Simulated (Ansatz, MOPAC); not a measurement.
System: NaF, net charge 0, singlet state. SMILES: [Na][F]

Atoms: Na1, F2. Bonds: Na1-F2.

Bond lengths (Å) and angles (degrees) optimised at AM1 with MOPAC; PM7 with MOPAC; HF/STO-3G with Ansatz (an electronic-structure program); HF/6-31G* with Ansatz; B3LYP/LANL2DZ with Ansatz; MP2/6-31G* with Ansatz, each started from the B3LYP-D3(BJ)/def2-TZVP structure (Ansatz) of the last column. A row stands for all coordinates that are equal there. 6-31G* holds six Cartesian d functions.

```csv
coordinate,AM1,PM7,HF/STO-3G,HF/6-31G*,B3LYP/LANL2DZ,MP2/6-31G*,B3LYP-D3(BJ)/def2-TZVP
Na1-F2,1.926,1.936,1.753,1.885,1.948,1.904,1.927
```

Mean signed difference of all 1 bond lengths from B3LYP-D3(BJ)/def2-TZVP: AM1 -0.001 Å, PM7 0.009 Å, HF/STO-3G -0.174 Å, HF/6-31G* -0.042 Å, B3LYP/LANL2DZ 0.021 Å, MP2/6-31G* -0.023 Å.
